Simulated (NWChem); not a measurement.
Species: CH3Se2, doublet; SMILES C[Se][Se]

```xyz
6

C     -1.3237     1.7075     0.0000
Se     0.4335     0.8574     0.0000
Se    -0.0556    -1.3237     0.0000
H     -1.8735     1.4071     0.9007
H     -1.1588     2.7948     0.0000
H     -1.8735     1.4071    -0.9007
```
Atoms are numbered in this order, from 1.

Computed with NWChem. Spin-unrestricted. In the optimisation the excess spin sits in a" (Cs, its own frame). Coordinates come from a PBE0/def2-SVP, spin-unrestricted optimisation. No stability test was run on the SCF state.

Q: Taking CAM-B3LYP/def2-TZVPD as the yardstick, which of these has the fewest basis functions while keeping “dipole (D)” within 0.05 D of it: CAM-B3LYP/def2-SVPD; CAM-B3LYP/def2-TZVP; CAM-B3LYP/def2-SVP; CAM-B3LYP/STO-3G; CAM-B3LYP/def2-TZVPP?

A: CAM-B3LYP/def2-SVPD.
```json
[
 {"level": "CAM-B3LYP/STO-3G", "basis functions": "44", "dipole (D)": "1.89", "relative time (rough)": "1"},
 {"level": "CAM-B3LYP/def2-SVP", "basis functions": "93", "dipole (D)": "2.18", "relative time (rough)": "8"},
 {"level": "CAM-B3LYP/def2-SVPD", "basis functions": "126", "dipole (D)": "2.35", "relative time (rough)": "20"},
 {"level": "CAM-B3LYP/def2-TZVP", "basis functions": "145", "dipole (D)": "2.34", "relative time (rough)": "40"},
 {"level": "CAM-B3LYP/def2-TZVPP", "basis functions": "169", "dipole (D)": "2.33", "relative time (rough)": "70"},
 {"level": "CAM-B3LYP/def2-TZVPD", "basis functions": "178", "dipole (D)": "2.33", "relative time (rough)": "100"}
]
```

The yardstick is one finite set, not the basis-set limit.
